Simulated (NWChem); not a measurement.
AuH₃O₂; SMILES [OH][Au]<-[OH2]

```xyz
6

Au     0.0093    -0.0458    -0.0009
O     -0.1049    -1.9945     0.0088
H      0.8231    -2.2988    -0.0632
O      0.0280     2.1232    -0.0026
H     -0.3984     2.4432     0.8178
H     -0.5416     2.4454    -0.7299
```
Atoms are numbered in this order, from 1.

Results from NWChem. The geometry was optimised at PBE-D3(BJ)/def2-SVP. def2 effective core potentials on Au; no spin-orbit coupling. Level B3LYP/def2-SVP: energy and gradient on several grids; changes count from the extra-fine grid, which is no exact limit either.

Q: Which is the coarsest grid (medium; xfine; coarse; fine; xcoarse) from which on the energy stays within 500 μHa and each gradient component within 500 μHa/bohr of xfine?

A: medium.
```tsv
grid	size of the energy change (μHa)	largest change of a gradient component (μHa/bohr)	time, medium = 1 (rough)
xcoarse	1000	6000	about 1
coarse	70	1000	about 1
medium	< 10	< 30	about 1
fine	< 10	< 30	about 1
xfine	< 10	< 30	2
```
